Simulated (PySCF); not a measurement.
# Functional dependence of a UV spectrum

Species: C2H4BCl3.
Cartesian coordinates in Å at the PBE0-D3(BJ)/def2-SVP level; atoms count from 1:
```
atom  x, y, z in Å
Cl1   -2.7216   -0.0440    0.4321
C2    -1.0048   -0.5499    0.4610
C3    -0.1060    0.4982   -0.1562
B4     1.4246    0.1773   -0.1730
Cl5    2.5594    1.3549   -0.7996
Cl6    2.0621   -1.3462    0.4179
H7    -0.7454   -0.7389    1.5114
H8    -0.9436   -1.5054   -0.0769
H9    -0.4109    0.6996   -1.1997
H10   -0.2380    1.4685    0.3558
```

Linear-response calculations in the def2-SVPD basis (PySCF; singlets by full response, triplets Tamm–Dancoff, core orbitals frozen in the response; HF means time-dependent Hartree–Fock). 'Strongest' is the level of largest summed f among the singlets computed (10 roots, of which the last may lack a degenerate partner); it can jump between rows when another state enters that window. S1 is the lowest singlet of each run and needn't be the same state throughout; f(S1) is that of one state. One conformer (not necessarily the lowest) at the PBE0-D3(BJ)/def2-SVP geometry, without solvent, vibrations or thermal averaging.

```csv
functional,kind,S1 (eV),f(S1),strongest (eV),T1 (eV),HOMO (eV),gap (eV),"ionisation energy, ΔSCF (eV)"
LDA,LDA,4.46,0.002,6.42,4.43,-7.29,4.44,11.08
PBE,GGA,4.59,0.002,6.98,4.52,-7.20,4.57,10.80
B3LYP,"global hybrid, 20% exact exchange",5.59,0.000,7.63,5.39,-8.33,6.48,10.56
PBE0,"global hybrid, 25% exact exchange",5.76,0.000,7.76,5.48,-8.61,6.93,10.66
BHandHLYP,"global hybrid, 50% exact exchange",6.47,0.000,8.44,6.10,-9.88,9.32,10.99
wB97X-D,range-separated hybrid,6.18,0.000,8.06,5.87,-10.50,10.69,11.01
LC-wPBE,range-separated hybrid,6.36,0.000,7.49,5.94,-11.44,12.06,11.30
HF,Hartree–Fock,7.44,0.000,8.71,6.87,-11.92,13.34,not settled
```

What does CAM-B3LYP (range-separated hybrid) give?

S1 (eV) 6.13, f(S1) 0.000, strongest (eV) 8.05, T1 (eV) 5.80, HOMO (eV) -10.00, gap (eV) 9.50, ionisation energy, ΔSCF (eV) 11.00. S1 runs from 4.46 eV (LDA) to 7.44 eV (HF), a spread of 2.97 eV, while the orbital gap spreads over 8.9 eV. Along PBE (0%), B3LYP (20%), PBE0 (25%), BHandHLYP (50%), HF (100%) S1 rises with the share of exact exchange. −ε(HOMO) comes closest to its own ΔSCF ionisation energy with LC-wPBE (+0.14 eV) and misses most with LDA (-3.79 eV). 'Not settled' means that the ion's SCF failed to converge or may have ended in another state than the lowest.
